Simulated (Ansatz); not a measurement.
Method: frozen-core CCSD(T)/def2-TZVPP // PBE0-D3(BJ)/def2-TZVP (Ansatz, an electronic-structure program).

Ansatz 0.2 input:
```yaml
crystal:
  periodic: [false, false, false]
  atoms:
    - { symbol: Sn, position_ang: [0.546255, -0.239106, 0.775456] }
    - { symbol: H, position_ang: [-0.055853, 1.27357, -0.851693] }
    - { symbol: H, position_ang: [1.067833, -1.441084, -0.332781] }
    - { symbol: H, position_ang: [-0.542329, 0.721278, -1.072779] }
    - { symbol: H, position_ang: [-1.015905, -0.314659, 1.481797] }
basis:
  gaussian: { orbitals: def2-TZVPP }
correlation:
  method: ccsd_t
total_charge: 1
magnetization:
  spin_polarized: true
  initial_magnetization: 1
```

Output:

```
Functional definition: HF
765 factors; integrals over basis functions are off by at most 9.9e-4 eV
mean field evaluation 1: about -5858.7976 eV, gradient 8.5e0 eV
mean field evaluation 2: about -5858.7994 eV, gradient 8.5e0 eV
mean field evaluation 4: about -5859.5694 eV, gradient 1.3e0 eV
mean field evaluation 8: about -5859.5943 eV, gradient 7.2e-4 eV
mean field evaluation 16: about -5859.5920 eV, gradient 3.2e-1 eV
mean field evaluation 32: about -5856.3449 eV, gradient 1.3e-3 eV
mean field -5859.59427788 eV, -215.3361179363 hartree, gradient 6.7e-6 eV, S^2 0.759829; 1 other end points of the search recorded, 0 dependent functions left out
determinant -5859.59427788 eV, -215.3361179363 hartree, with singles and doubles -5868.81221755 eV, -215.6748709711 hartree
determinant -5856.34488487 eV, -215.2167049459 hartree, with singles and doubles -5865.81283649 eV, -215.5646457503 hartree
4 core orbitals not correlated
reference -5859.59427788 eV, -215.3361179363 hartree; 9, 8 occupied and 93, 94 virtual orbitals, 765 factors
second order -8.65852462 eV of doubles, -0.00000000 eV of singles
cycle   1  -9.08546096 eV  change   -4.1e-1 eV  update   2.3e-2
cycle   2  -9.10136820 eV  change   -1.6e-2 eV  update   6.0e-3
cycle   3  -9.10650723 eV  change   -5.1e-3 eV  update   2.2e-3
cycle   4  -9.10796577 eV  change   -1.5e-3 eV  update   6.8e-4
cycle   5  -9.10832109 eV  change   -3.6e-4 eV  update   2.5e-4
cycle   6  -9.10835257 eV  change   -3.1e-5 eV  update   9.5e-5
cycle   7  -9.10836404 eV  change   -1.1e-5 eV  update   3.1e-5
cycle   8  -9.10836945 eV  change   -5.4e-6 eV  update   1.2e-5
perturbative correction -0.18971167 eV, -0.0069717752 hartree
Total energy: -5868.89235900 eV, -215.6778161150 hartree
```

Cost: roughly 25 core-seconds.
